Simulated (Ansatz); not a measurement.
Reaction (atomization): `C=CCN([SiH3])C=C` → 5 C• + 11 H• + N• + Si•

Calculated with Ansatz (gas phase, PBE0-D4/def2-TZVP geometries, no zero-point term in ΔE). CCSD(T)/CBS adds triple-zeta CCSD(T) − MP2 to the extrapolated MP2 energy (def2 sets, frozen cores). This one scheme is used for every species, atoms too. Functionals use def2-TZVPP. No spin–orbit coupling; open shells (•) take unrestricted orbitals. Spin–orbit coupling would lower the free atoms: a little for C, Si. One conformer a species, not always the lowest.

| level | ΔE (eV) | difference from CCSD(T)/CBS |
| --- | --- | --- |
| r2SCAN-D4 | 73.37 | 0.15 |
| ωB97M-V | 73.52 | 0.30 |
| BLYP | 72.38 | -0.84 |
| r2SCAN | 73.25 | 0.03 |
| r2SCANh | 72.87 | -0.35 |
| CAM-B3LYP | 73.36 | 0.14 |
| HF/def2-SVP | 54.59 | -18.63 |
| HF/CBS(def2) | 54.05 | -19.17 |
| MP2/CBS(def2) | 74.10 | 0.88 |
| CCSD/CBS(def2) | 72.15 | -1.07 |
| CCSD(T)/CBS | 73.22 | 0 |

Largest T1 diagnostic among the species: 0.012.

Leaving LDA and LC-ωPBE aside and taking each functional with its dispersion term where it has one, the values, not all of them listed here, spread over 3.22 eV, from BHLYP-D4 to PBE-D4. LDA lies +9.15 eV from PBE without D4, its usual overbinding. At CCSD(T), def2-SVP lies −3.34 eV from the extrapolated value and def2-TZVPP −1.78 eV: correlation converges slowly with the basis, and small sets miss more of it in the bonded molecule than in its fragments.

For atomizations the MP2-based limit and the directly extrapolated one differ by several kJ/mol either way, and by 10 to 25 for some Ge, Se and Sn compounds, so smaller differences from it don't rank the levels.
